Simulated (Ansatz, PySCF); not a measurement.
InF, SMILES [F][In] (connectivity only; charge and spin as stated), neutral, multiplicity 1. Atoms are numbered in the order given.

```xyz
2

In     0.0000     0.0000    -0.2983
F      0.0000     0.0000     1.6950
```
Charge 0, spin multiplicity 1.

Coordinates come from a r2SCAN-D4/def2-TZVP optimisation. The def2 effective core potentials stand for the cores of In; spin–orbit coupling is left out.

Two levels are set side by side: PBE-D3(BJ)/def2-TZVP (Ansatz, a program for electronic structure) and r2SCAN-D4/def2-TZVP (Ansatz). Each level has its own optimised geometry; the coordinates shown are those of the second. Frequencies come from the Hessian of PySCF at each geometry. Differences are taken from unrounded values.

```
quantity                            r2SCAN-D4
----------------------------------  ---------
bond In1–F2 (Å)                         1.993
highest harmonic wavenumber (cm⁻¹)        533
mean harmonic wavenumber (cm⁻¹)           533
zero-point energy (kcal/mol)             0.76
```

### Question
What does PBE-D3(BJ) give, and how far is it from r2SCAN-D4? (Estimate from the structure and the level; the computed values follow.)

### Answer

```json
[
 {"quantity": "bond In1–F2 (Å)", "PBE-D3(BJ)": "2.020", "PBE-D3(BJ) minus r2SCAN-D4": "0.027"},
 {"quantity": "highest harmonic wavenumber (cm⁻¹)", "PBE-D3(BJ)": "503", "PBE-D3(BJ) minus r2SCAN-D4": "-30"},
 {"quantity": "mean harmonic wavenumber (cm⁻¹)", "PBE-D3(BJ)": "503", "PBE-D3(BJ) minus r2SCAN-D4": "-30"},
 {"quantity": "zero-point energy (kcal/mol)", "PBE-D3(BJ)": "0.72", "PBE-D3(BJ) minus r2SCAN-D4": "-0.04"}
]
```
